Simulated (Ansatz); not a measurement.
Program: Ansatz. Geometries: PBE0-D4/def2-TZVP. ΔE: electronic, gas phase. CCSD(T)/CBS adds triple-zeta CCSD(T) − MP2 to the extrapolated MP2 energy (def2 sets, frozen cores). This one scheme is used for every species. DFT in def2-TZVPP. For Br outer-core shells are correlated without core-valence functions, which leaves a few kJ/mol of doubt a bond. Scalar relativity is left out up to krypton. One conformer a species, not always the lowest.

`O[SiH](S)Br` + NH₃ → `N[SiH](O)Br` + H₂S  (ligand exchange at the Si–S bond)

```tsv
species	LC-ωPBE energy (Eh)
`O[SiH](S)Br`	-3338.45679
NH₃	-56.55397
`N[SiH](O)Br`	-2995.72013
H₂S	-399.29385
```

(1) Work out ΔE.

Largest T1 diagnostic among the species: 0.010.

Answers

(1) ΔE = (-2995.72013) + (-399.29385) − (-3338.45679) − (-56.55397) = -0.00322 Eh = -8.5 kJ/mol. CCSD(T)/CBS gives -5.6 kJ/mol.

In def2-TZVPP, CCSD(T) changes the Hartree–Fock value by +10.6 kJ/mol (the triples alone add +2.9 kJ/mol) and MP2 by +13.7 kJ/mol. From BLYP to BHLYP (50 % exact exchange), in def2-TZVPP and without D4, ΔE moves by −7.7 kJ/mol. Leaving LDA and LC-ωPBE aside and taking each functional with its dispersion term where it has one, the values, not all of them listed here, spread over 18.0 kJ/mol, from CAM-B3LYP-D4 to revPBE-D4. LDA lies −7.7 kJ/mol from PBE without D4.
